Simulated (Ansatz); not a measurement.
Two isomers of B2H6OSi: A = `BOB[SiH3]`, B = `B[SiH](B)O`.

Program: Ansatz. Geometries: PBE0-D4/def2-TZVP. ΔE: electronic, gas phase. CCSD(T)/CBS is the MP2 limit (def2-TZVPP, def2-QZVPP) plus CCSD(T) − MP2 in def2-TZVPP, frozen cores. Functionals use def2-TZVPP. B3LYP here is the variant with VWN-RPA as its local correlation; programs differ in this. Each species was taken in one conformer, which may not be the lowest.

Problem. Which is lower in electronic energy at CCSD(T)/CBS, and by how much? (An estimate is asked.)

Solution. Computed: A, by 45.0 kcal/mol.

Problem. Give E(B) − E(A) in kcal/mol with r2SCAN-D4, MP2/def2-TZVPP, B3LYP-D4, PBE0-D4, HF/def2-TZVPP, B2PLYP, PBE-D4. (Estimate.)

Solution. The calculation gave: r2SCAN-D4 44.2, MP2/def2-TZVPP 46.9, B3LYP-D4 46.2, PBE0-D4 44.3, HF/def2-TZVPP 47.9, B2PLYP 46.9, PBE-D4 43.6. None reverses the order clearly.

Problem. Does the order hold for the free energy at 298.15 K (harmonic terms from PBE0-D4)? (Best estimate.)

Solution. Computed: Yes: G(B) − G(A) = +45.1 kcal/mol, for one conformer each. Modes under 60 cm⁻¹, often nearly free rotors, make the harmonic entropy too high.

Largest T1 diagnostic: 0.014.

From BLYP to BHLYP (50 % exact exchange), in def2-TZVPP and without D4, E(B) − E(A) moves by +1.3 kcal/mol. At CCSD(T), def2-SVP lies +11.9 kcal/mol from the extrapolated value and def2-TZVPP +0.9 kcal/mol.
